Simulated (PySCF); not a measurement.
**Question.** Give a PBE0-D3(BJ)/def2-SVP geometry of InChI=1S/C4H6Si2/c1-2-6-4-3-5/h1H,6H2,5H3.

**Answer.** 
```
atom  x, y, z in Å
C1    -3.0820    1.8918    0.1560
C2    -2.4984    0.8247    0.1463
Si3   -1.6268   -0.7872    0.1328
C4     0.1835   -0.5059    0.0313
C5     1.3919   -0.3213   -0.0335
Si6    3.2039   -0.0401   -0.1288
H7    -3.5957    2.8372    0.1643
H8    -1.9382   -1.5317    1.3849
H9    -2.0681   -1.5819   -1.0474
H10    3.9172   -1.2360    0.4055
H11    3.5960    0.1820   -1.5505
H12    3.5600    1.1590    0.6829
```

Any rigid rotation of these coordinates is as good. Atoms count from 1 in this order. The 6 heavy atoms lie in one plane (0.001 Å rms). All 3 C–Si bonds measure 1.833 to 1.836 Å. Si3 (SiH2 silicon) is tetrahedral (angles from 109.2° to 109.7°). Si6 (SiH3 silicon) is tetrahedral (angles from 109.3° to 109.7°).

Bonds between heavy atoms (Å): C1≡C2 1.216, C2–Si3 1.833, Si3–C4 1.835, C4≡C5 1.224, C5–Si6 1.836.

Theory: PBE0-D3(BJ)/def2-SVP geometry optimisation, gas phase in PySCF 2.14.0.

Stationary, but not proved a minimum.
